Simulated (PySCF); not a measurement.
Germanium: a sound run and one with changed settings

Sound run: Ge⁺ [Ar] 3d10 4s2 4p1, Ge²⁺ [Ar] 3d10 4s2. Calculation: PySCF 2.14, in x2c-TZVPall; the spin-free X2C one-electron Hamiltonian (Gaussian nucleus). In the sound run the correlated levels freeze [Ar] 3d10. The sound run starts from symmetry-adapted Hartree-Fock orbitals and uses a fine grid where one is needed.

Changed run: all electrons correlated in a basis built for the valence shell.

```tsv
species	method	sound run (hartree)	changed run (hartree)	converged
Ge⁺	MP2	-2096.81237	-2097.09621	yes
Ge²⁺	MP2	-2096.24507	-2096.52383	yes
```

Ionisation energy of Ge⁺:

```json
{"method": "UHF", "sound run (eV)": "15.199", "changed run (eV)": "15.199"}
{"method": "MP2", "sound run (eV)": "15.437", "changed run (eV)": "15.575"}
{"method": "SCS-MP2", "sound run (eV)": "15.426", "changed run (eV)": "15.520"}
```

A valence basis has no tight correlating functions, so it recovers only part of the core correlation, and not evenly between atom and ion.

For comparison, NIST gives 15.935 eV between the lowest levels.
